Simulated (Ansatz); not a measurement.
`CC(F)[SiH3]` + `N[AsH2]` → `[SiH3]N[AsH2]` + `CCF` at 500 K and 1 bar (ligand exchange at the Si–C bond).

Isolated molecules relaxed with PBE0-D4/def2-TZVP in Ansatz; ΔE leaves out vibrations. CBS: MP2 limit from def2 TZ/QZ plus the TZ coupled-cluster correction, frozen cores. For As outer-core shells are correlated without core-valence functions, which leaves a few kJ/mol of doubt a bond. Scalar relativity is left out up to krypton.

| species | CCSD(T)/CBS energy (Eh) | H − E (kJ/mol) | S (J/(mol·K)) |
| --- | --- | --- | --- |
| `CC(F)[SiH3]` | -469.17172 | 258.2 | 377.8 |
| `N[AsH2]` | -2292.09958 | 135.7 | 301.1 |
| `[SiH3]N[AsH2]` | -2582.40077 | 189.6 | 387.2 |
| `CCF` | -178.90141 | 205.5 | 299.6 |

H − E and S are ideal-gas, rigid-rotor, harmonic terms from PBE0-D4/def2-TZVP, for one conformer and one mirror image of each species. 1 Eh = 2625.50 kJ/mol, R = 8.31446 J/(mol·K).

Task: By hand: ΔE, ΔH, ΔS and ΔG.

Result: ΔE = (-2582.40077) + (-178.90141) − (-469.17172) − (-2292.09958) = -0.03088 Eh = -81.1 kJ/mol. Δ(H − E) = 189.6 + 205.5 − 258.2 − 135.7 = 1.2, so ΔH = -79.9 kJ/mol. ΔS = 387.2 + 299.6 − 377.8 − 301.1 = 7.9 J/(mol·K). ΔG = -79.9 − 500 × (7.9)/1000 = -83.9 kJ/mol.

Task: By hand: the equilibrium constant, and the temperature at which ΔG would vanish if ΔH and ΔS stayed fixed.

Result: log₁₀ K = −ΔG/(RT ln 10) = 8.8. ΔH and −TΔS have one sign here, so there is no such temperature.

The number of gas molecules stays the same, so ΔS is small and ΔH decides. A doubt of 5 kJ/mol in ΔE shifts log₁₀ K by 0.5 here. Other conformers and mirror images would add mixing entropy, several J/(mol·K) or more a flexible species. These are equilibria of isolated gas molecules and say nothing of rates. Largest T1 diagnostic: 0.011 (customary marks: 0.02 for closed shells, 0.045 for open ones).

ΔS is within the doubt of such terms, so its sign, and with it that verdict, could turn.
